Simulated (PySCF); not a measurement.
B3H5N3, SMILES [B]1NBNBN1 (connectivity only; charge and spin as stated), charge +1, multiplicity 1.

Geometry: B3LYP-D3(BJ)/def2-SVP. The multiplicity is an assumed one; no other spin state was optimised. The isomer is the one that the SMILES or the coordinates give; other isomers of the formula were not compared.

The numbers are results of TDA-PBE/def2-SVPD run with PySCF 2.14.0, not measurements.

Vertical excitations. Gas-phase values at a fixed geometry. State labels are in the subgroup C2v.

Computed lowest excited states:
| state | symmetry | energy (eV) | λ (nm) | f | main pairs |
|---|---|---|---|---|---|
| S1 | B1 | 4.35 | 285 | 0.002 | HOMO→LUMO 100 % |
| S2 | A2 | 4.79 | 259 | 0.000 | HOMO−1→LUMO 100 % |
| S3 | B2 | 5.11 | 243 | 0.021 | HOMO−2→LUMO 98 % |
| S4 | A1 | 6.07 | 204 | 0.075 | HOMO−3→LUMO 90 % |
| S5 | B2 | 6.79 | 183 | 0.038 | HOMO→LUMO+1 75 %, HOMO−1→LUMO+2 23 % |
| S6 | B1 | 7.03 | 176 | 0.004 | HOMO−4→LUMO 94 % |
| S7 | B1 | 7.11 | 174 | 0.022 | HOMO−2→LUMO+1 92 % |
| S8 | A1 | 7.31 | 170 | 0.001 | HOMO→LUMO+2 72 %, HOMO−1→LUMO+1 20 % |
| S9 | A2 | 7.38 | 168 | 0.000 | HOMO−2→LUMO+2 94 % |
| S10 | A1 | 7.68 | 161 | 0.246 | HOMO−1→LUMO+1 69 %, HOMO→LUMO+2 14 % |
| T1 | B1 | 4.20 | 295 | 0 | HOMO→LUMO 99 % |
| T2 | A2 | 4.62 | 268 | 0 | HOMO−1→LUMO 100 % |
| T3 | B2 | 4.82 | 257 | 0 | HOMO−2→LUMO 100 % |
| T4 | A1 | 5.29 | 234 | 0 | HOMO−3→LUMO 98 % |
Triplets are in the Tamm–Dancoff approximation.
